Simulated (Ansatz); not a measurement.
Consider the cleavage of the Si–Al bond: `C[SiH2][AlH][O][SiH3]` + `[SiH3]S` → `C[SiH2]S[SiH3]` + `[AlH2][O][SiH3]`.

Program: Ansatz. Geometries: PBE0-D4/def2-TZVP. ΔE: electronic, gas phase. CCSD(T)/CBS adds triple-zeta CCSD(T) − MP2 to the extrapolated MP2 energy (def2 sets, frozen cores). Each species was taken in one conformer, which may not be the lowest.

`C[SiH2][AlH][O][SiH3]`:

Z-matrix (Å, degrees):
```
C
Si 1 1.882
H 1 1.092 2 110.8
H 1 1.092 2 110.8 3 119.5
H 1 1.092 2 110.9 3 -120.3
Al 2 2.453 1 113.1 3 -59.1
H 2 1.495 1 109.6 3 178.3
H 2 1.495 1 109.5 3 62.9
O 6 1.692 2 117.3 1 3.8
H 6 1.586 2 126.6 1 -176.3
Si 9 1.623 6 162.0 2 1.4
H 11 1.490 9 110.8 6 8.4
H 11 1.487 9 110.1 6 128.4
H 11 1.487 9 110.0 6 -111.5
```

`[SiH3]S`:

Cartesian coordinates in Å:
```
Si 0.069 -0.254 0.458
S 0.620 0.927 -1.236
H -0.996 0.401 1.259
H 1.309 -0.368 1.261
H -0.400 -1.604 0.053
H -0.602 0.897 -1.795
```

`C[SiH2]S[SiH3]`:

Cartesian coordinates in Å:
```
C -1.960 -1.374 0.264
Si -0.500 -0.248 0.525
S 0.449 0.034 -1.376
Si 2.031 1.319 -0.746
H -1.638 -2.339 -0.133
H -2.669 -0.931 -0.439
H -2.477 -1.546 1.212
H 0.475 -0.840 1.481
H -0.924 1.071 1.066
H 2.895 0.648 0.259
H 2.822 1.635 -1.960
H 1.495 2.571 -0.152
```

`[AlH2][O][SiH3]`:

```xyz
8

Al    0.789   -1.692   -0.108
O     0.079   -0.169   -0.028
Si   -0.605    1.299    0.081
H     2.035   -1.878   -1.059
H     0.166   -2.847    0.770
H    -1.689    1.428   -0.928
H     0.408    2.360   -0.165
H    -1.184    1.500    1.436
```

| species | CCSD(T)/CBS(def2) energy (Eh) |
| --- | --- |
| `C[SiH2][AlH][O][SiH3]` | -938.90922 |
| `[SiH3]S` | -689.27336 |
| `C[SiH2]S[SiH3]` | -1018.85612 |
| `[AlH2][O][SiH3]` | -609.35237 |

Problem. Work out ΔE.

Solution. ΔE = (-1018.85612) + (-609.35237) − (-938.90922) − (-689.27336) = -0.02591 Eh = -68.0 kJ/mol.

Largest T1 diagnostic among the species: 0.012.

The D4 term adds −4.1 kJ/mol with B3LYP and −1.6 kJ/mol with PBE0; it sums over pairs of atoms, weighted by their polarisabilities, and B3LYP, whose exchange is more repulsive, gets the larger term. From PBE to PBE0 (25 % exact exchange), in def2-TZVPP and without D4, ΔE moves by −6.0 kJ/mol.

B3LYP here is the variant with VWN-RPA as its local correlation; programs differ in this.
